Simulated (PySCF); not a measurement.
## Cr²⁺ (chromium, charge +2): UHF calculation

Configuration: [Ar] 3d4, high-spin 5D determinant. Calculation: PySCF 2.14, in aug-cc-pVDZ; the non-relativistic Hamiltonian (point nucleus).

| Item | Value |
| --- | --- |
| Total energy | -1042.579788 hartree |
| One-electron energy | -1420.3173 hartree |
| Hartree (Coulomb) energy | 424.9935 hartree |
| Exchange energy | -47.2560 hartree |
| Kinetic energy | 1042.56470 hartree |
| ⟨S²⟩ | 6.0013 |
| ⟨L²⟩ | 6.016 |
| Sum of ⟨r⟩ | 14.61 bohr |
| Sum of ⟨r²⟩ | 16.26 bohr² |
| Traceless quadrupole moment −½Σ⟨3z² − r²⟩ along its main axis | -0.497 e·bohr² |
| Density at the nucleus (Gaussians lack the cusp) | 9260 bohr⁻³ |
| Spin density at the nucleus | -0.0912 bohr⁻³ |
| Langevin diamagnetic susceptibility | -12.9 ×10⁻⁶ cm³/mol |
| Time after the integrals | 0.37 s of wall time on 1 thread of Neoverse-V1 (shared host) |

```csv
shell,electrons,mean orbital energy (eV),spread (eV),"rms radius, mean of both spins (bohr)"
1s α,1,-6019.9,0,0.0743
1s β,1,-6019.9,0,0.0743
2s α,1,-737.71,0,0.319
2s β,1,-735.05,0,0.319
2p α,3,-626.96,0.036,0.288
2p β,3,-624.29,0.815,0.288
3s α,1,-116.31,0,0.973
3s β,1,-107.96,0,0.973
3p α,3,-83.397,1.298,1.05
3p β,3,-73.183,2.007,1.05
3d α,4,-32.736,1.722,1.33
```
